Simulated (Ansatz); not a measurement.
HfI₄, singlet, at a GFN2-xTB geometry (such geometries of metal compounds can be far from the true shape) (core potentials on Hf, I). Base run: HF/def2-SVP run with Ansatz (a first-principles code).

Input for Ansatz:
Ansatz 0.2 input:
```yaml
crystal:
  periodic: [false, false, false]
  atoms:
    - {symbol: Hf, position_ang: [-0.00000000, 0.00000000, -0.00000000]}
    - {symbol: I, position_ang: [2.15787916, -0.67548443, -1.60777706]}
    - {symbol: I, position_ang: [0.88007107, 0.43252268, 2.59539358]}
    - {symbol: I, position_ang: [-1.18880847, 2.31130827, -0.97069936]}
    - {symbol: I, position_ang: [-1.84914175, -2.06834653, -0.01691715]}
basis:
  gaussian:
    orbitals: def2-SVP
hamiltonian:
  xc: hf
```

The bond that is stretched is that between atoms 4 and 1. A test that says stable can miss a lower solution.

Each row names what was changed in the base input (with any setting that the change needs).

```tsv
change	ΔE vs base (mEh)	<S^2>	stability test says
base	0.000	0.000	minimum (restricted orbitals)
spin_polarized = on; lower_state_search = off	0.000	0.000	undecided (no full test)
spin_polarized = on; lower_state_search = standard	0.000	0.000	minimum
bond × 1.25	54.147	0.000	minimum (restricted orbitals)
spin_polarized = on; lower_state_search = off; bond × 1.25	54.147	0.000	undecided (no full test)
spin_polarized = on; lower_state_search = standard; bond × 1.25	54.147	0.000	minimum
bond × 1.5	111.9	0.000	minimum (restricted orbitals)
spin_polarized = on; lower_state_search = off; bond × 1.5	111.9	0.000	undecided (no full test)
spin_polarized = on; lower_state_search = standard; bond × 1.5	96.295	0.863	minimum
bond × 1.8	159.2	0.000	minimum (restricted orbitals)
spin_polarized = on; lower_state_search = off; bond × 1.8	159.2	0.000	undecided (no full test)
spin_polarized = on; lower_state_search = standard; bond × 1.8	98.199	1.012	minimum
bond × 2.2	196.9	0.000	minimum (restricted orbitals)
spin_polarized = on; lower_state_search = off; bond × 2.2	196.9	0.000	undecided (no full test)
spin_polarized = on; lower_state_search = standard; bond × 2.2	98.725	1.012	minimum
bond × 3.0	229.2	0.000	minimum (restricted orbitals)
spin_polarized = on; lower_state_search = off; bond × 3.0	229.2	0.000	undecided (no full test)
spin_polarized = on; lower_state_search = standard; bond × 3.0	99.313	1.012	minimum
```

Where a bond breaks into two radicals, a solution with restricted orbitals usually stops being the lowest and lies too high; an unrestricted one lies lower at the price of spin contamination, which <S^2> shows.
